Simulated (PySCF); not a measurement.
## Polarisability and C₆ of I (iodine, neutral)

[Kr] 4d10 5s2 5p4 6s1, high-spin 4P determinant (an excited configuration). Calculation: PySCF 2.14, in aug-cc-pV5Z-PP with ECP28MDF (8s8p6d4f3g2h, 139 functions); scalar relativity through the core potential. Coupled (time-dependent) response in atomic units; α is the mean over directions.

| method | mean α (bohr³) | α xx, yy, zz | C₆ (like pair) | S(−4) |
| --- | --- | --- | --- | --- |
| PBE0 | 512.1 | 560.8, 414.8, 560.8 | 9219 | 266400 |

S(−4) is the Cauchy moment in α(ω) = α(0) + S(−4) ω² + …

Spin-orbit coupling is absent.

α(iu) at PBE0:

```csv
u (hartree),α(iu) (bohr³)
0,512.1
0.0500,230.4
0.100,97.76
0.200,40.29
0.300,25.74
0.500,14.78
0.750,8.997
1.00,6.100
1.50,3.421
2.00,2.255
3.00,1.249
5.00,0.5738
```

The components differ because the open shell of this determinant is not spherical; for a pure term their mean is the scalar polarisability.

Energies and moments cover only the electrons outside the core potential. The outer electron is Rydberg-like, and this basis confines it to a smaller radius and binds it less than a complete one would.
